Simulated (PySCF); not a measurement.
ClHMgO. Atoms are numbered in the order given.

```xyz
4

Mg     0.0236    -0.5357     0.0000
Cl    -0.0021     1.6536     0.0000
O     -0.0883    -2.3215     0.0000
H      0.4591    -3.1112     0.0000
```
Charge 0, spin multiplicity 1.

Geometry: PBE-D3(BJ)/def2-TZVP. Other conformers were not sampled.

Method: PySCF with TDA-PBE0/def2-TZVPD.

Vertical excitations. The molecule is in vacuum. State labels are in the subgroup Cs.

```json
[
 {"state": "S1", "symmetry": "A\"", "energy (eV)": "5.32", "λ (nm)": "233", "f": "0.033", "main pairs": "HOMO→LUMO 99 %"},
 {"state": "S2", "symmetry": "A'", "energy (eV)": "5.63", "λ (nm)": "220", "f": "0.048", "main pairs": "HOMO−1→LUMO 96 %"},
 {"state": "S3", "symmetry": "A\"", "energy (eV)": "5.94", "λ (nm)": "209", "f": "0.060", "main pairs": "HOMO−2→LUMO 99 %"},
 {"state": "S4", "symmetry": "A'", "energy (eV)": "5.95", "λ (nm)": "208", "f": "0.068", "main pairs": "HOMO−3→LUMO 98 %"},
 {"state": "S5", "symmetry": "A\"", "energy (eV)": "7.03", "λ (nm)": "176", "f": "0.000", "main pairs": "HOMO→LUMO+1 97 %"},
 {"state": "S6", "symmetry": "A'", "energy (eV)": "7.17", "λ (nm)": "173", "f": "0.001", "main pairs": "HOMO→LUMO+2 49 %, HOMO−1→LUMO+1 42 %"},
 {"state": "S7", "symmetry": "A'", "energy (eV)": "7.20", "λ (nm)": "172", "f": "0.081", "main pairs": "HOMO−4→LUMO 79 %"},
 {"state": "S8", "symmetry": "A\"", "energy (eV)": "7.29", "λ (nm)": "170", "f": "0.004", "main pairs": "HOMO−1→LUMO+2 97 %"},
 {"state": "S9", "symmetry": "A\"", "energy (eV)": "7.54", "λ (nm)": "164", "f": "0.023", "main pairs": "HOMO→LUMO+3 88 %"},
 {"state": "S10", "symmetry": "A\"", "energy (eV)": "7.59", "λ (nm)": "163", "f": "0.002", "main pairs": "HOMO−2→LUMO+1 94 %"},
 {"state": "T1", "symmetry": "A\"", "energy (eV)": "5.02", "λ (nm)": "247", "f": "0", "main pairs": "HOMO→LUMO 97 %"},
 {"state": "T2", "symmetry": "A'", "energy (eV)": "5.17", "λ (nm)": "240", "f": "0", "main pairs": "HOMO−1→LUMO 95 %"},
 {"state": "T3", "symmetry": "A'", "energy (eV)": "5.69", "λ (nm)": "218", "f": "0", "main pairs": "HOMO−3→LUMO 96 %"},
 {"state": "T4", "symmetry": "A\"", "energy (eV)": "5.69", "λ (nm)": "218", "f": "0", "main pairs": "HOMO−2→LUMO 97 %"}
]
```
Triplets are in the Tamm–Dancoff approximation.
